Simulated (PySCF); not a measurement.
Compound: C2H3F5Ge.
Z-matrix (Å and degrees, PBE0-D3(BJ)/def2-SVP geometry), rows numbered from 1:
```
F 
C   1  1.3305
F   2  1.3242  1  108.65
F   2  1.3304  1  108.43  3  -118.02
C   2  1.5316  1  109.72  3   122.14
F   5  1.3529  2  107.16  1  -179.09
F   5  1.3531  2  107.16  1   -63.38
Ge  5  2.0037  2  115.68  1    58.78
H   8  1.5318  5  108.73  2    60.00
H   8  1.5317  5  104.48  2   179.16
H   8  1.5316  5  108.76  2   -61.66
```

The calculation used PBE0-D3(BJ)/def2-SVP geometry optimisation, gas phase (PySCF 2.14.0).

Take the most abundant isotopes and a rigid rotor. 

Q: What are A, B and C (cm⁻¹)?

A: Ia = 231.04, Ib = 516.38, Ic = 561.38 u·Å²; 505379 MHz·u·Å²/I gives 2187, 978.7 and 900.2 MHz, that is A = 0.07296, B = 0.03265, C = 0.03003 cm⁻¹.

Q: What kind of rotor is it?

A: An asymmetric top. Ray's parameter κ = (2B − A − C)/(A − C) = -0.878; −1 is the prolate and +1 the oblate limit.

Q: What does the inertial defect say?

A: Not planar: Δ = Ic − Ia − Ib = -186.04 u·Å². For a rigid frame Δ = −2 Σ m c², so Σ m c² = 93.02 u·Å² lies off the ab plane: 3.23 from hydrogen and 89.79 from heavier atoms. The atom farthest from that plane is 1.28 Å away.

Q: Give the coordinates in the principal-axis frame, origin at the centre of mass.

A: The sense of each axis is arbitrary; atoms in the order of the calculation.
| atom | mass (u) | a (Å) | b (Å) | c (Å) |
| --- | --- | --- | --- | --- |
| F1 | 18.998 | -1.302 | -1.139 | 1.071 |
| C2 | 12.000 | -1.363 | -0.352 | 0.000 |
| F3 | 18.998 | -2.516 | 0.298 | 0.017 |
| F4 | 18.998 | -1.319 | -1.118 | -1.087 |
| C5 | 12.000 | -0.174 | 0.613 | 0.000 |
| F6 | 18.998 | -0.297 | 1.398 | -1.095 |
| F7 | 18.998 | -0.298 | 1.400 | 1.094 |
| Ge8 | 73.921 | 1.639 | -0.241 | 0.000 |
| H9 | 1.008 | 1.774 | -1.107 | -1.256 |
| H10 | 1.008 | 2.617 | 0.937 | -0.022 |
| H11 | 1.008 | 1.790 | -1.074 | 1.277 |

Q: List the rotational levels J(Ka,Kc) to J = 5 (MHz).

A: Above 0(0,0):
J = 1: 1(0,1) 1879, 1(1,1) 3088, 1(1,0) 3166
J = 2: 2(0,2) 5633, 2(1,2) 6767, 2(1,1) 7002, 2(2,1) 10629, 2(2,0) 10632
J = 3: 3(0,3) 11255, 3(1,3) 12284, 3(1,2) 12755, 3(2,2) 16265, 3(2,1) 16284, 3(3,1) 22507, 3(3,0) 22508
J = 4: 4(0,4) 18735, 4(1,4) 19636, 4(1,3) 20420, 4(2,3) 23778, 4(2,2) 23833, 4(3,2) 30030, 4(3,1) 30031, 4(4,1) 38759, 4(4,0) 38759
J = 5: 5(0,5) 28058, 5(1,5) 28819, 5(1,4) 29993, 5(2,4) 33165, 5(2,3) 33291, 5(3,3) 39437, 5(3,2) 39440, 5(4,2) 48162, 5(4,1) 48162, 5(5,1) 59386, 5(5,0) 59386

Q: Which types of transition are allowed, and where do some lines up to J = 5 fall?

A: The dipole components are |μa| = 1.84 D, |μb| = 0.76 D, |μc| = 0.00 D; the mirror of this Cs structure is the ab plane, so μc vanishes by symmetry and there are no c-type lines. Intensities carry the squares of the components, which stand as 1.00 : 0.17 (a : b). Some lines, for components of 0.1 D or more:

| type | branch | J(Ka,Kc) | MHz | lower level (cm⁻¹) |
| --- | --- | --- | --- | --- |
| b | R | 5(3,2) ← 4(4,1) | 680 | 1.293 |
| b | R | 4(2,2) ← 3(3,1) | 1326 | 0.751 |
| b | Q | 2(1,1) ← 2(0,2) | 1369 | 0.188 |
| b | Q | 4(1,3) ← 4(0,4) | 1685 | 0.625 |
| b | Q | 2(2,0) ← 2(1,1) | 3630 | 0.234 |
| a | R | 2(1,2) ← 1(1,1) | 3679 | 0.103 |
| b | Q | 4(3,1) ← 4(2,2) | 6198 | 0.795 |
| b | Q | 3(3,0) ← 3(2,1) | 6224 | 0.543 |
| a | R | 4(1,4) ← 3(1,3) | 7352 | 0.410 |
| b | R | 2(2,1) ← 1(1,0) | 7462 | 0.106 |
| a | R | 4(0,4) ← 3(0,3) | 7479 | 0.375 |
| a | R | 4(2,3) ← 3(2,2) | 7513 | 0.543 |
| b | R | 2(2,0) ← 1(1,1) | 7545 | 0.103 |
| b | R | 3(2,2) ← 2(1,1) | 9263 | 0.234 |
| a | R | 5(2,4) ← 4(2,3) | 9387 | 0.793 |
| a | R | 5(3,3) ← 4(3,2) | 9406 | 1.002 |
| b | R | 3(2,1) ← 2(1,2) | 9517 | 0.226 |
| b | Q | 5(5,1) ← 5(4,2) | 11224 | 1.607 |
| b | R | 3(3,1) ← 2(2,0) | 11875 | 0.355 |
| b | R | 5(2,4) ← 4(1,3) | 12745 | 0.681 |
| b | R | 5(2,3) ← 4(1,4) | 13656 | 0.655 |
| b | R | 5(4,1) ← 4(3,2) | 18132 | 1.002 |
| b | R | 5(5,0) ← 4(4,1) | 20627 | 1.293 |

Q: Estimate the classical rotational partition function at 10 K, 50 K and 500 K.

A: Point group Cs, symmetry number σ = 1; q = (√π/σ)·√((kT/h)³/(ABC)), k/h = 20836.6 MHz/K: 3840 at 10 K, 42900 at 50 K, 1360000 at 500 K.

No frequency check. Constants of a rigid frame at the computed geometry: no zero-point averaging, no centrifugal distortion. A rigid rotor knows nothing of internal rotation, which can split or shift real lines.
